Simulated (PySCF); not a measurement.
Ga(H)(OH)(OMe) (CH5GaO2), SMILES C[O][GaH][OH].

Geometry: PBE-D3(BJ)/def2-SVP. The structure was generated by enumeration; whether it is a known compound was not checked. The values are those of a single conformer.

Level of theory: CAM-B3LYP/def2-TZVP in PySCF.

Symmetry labels are those of the subgroup Cs that the program uses (full group Cs).

Computed valence orbital energies around the gap with their symmetry:
```csv
orbital,symmetry,energy (eV)
HOMO−7,A',-14.03
HOMO−6,A",-13.54
HOMO−5,A',-13.39
HOMO−4,A',-12.55
HOMO−3,A",-10.62
HOMO−2,A',-10.62
HOMO−1,A',-9.61
HOMO,A",-9.19
LUMO,A",0.25
LUMO+1,A',0.69
LUMO+2,A',1.78
LUMO+3,A',2.82
```
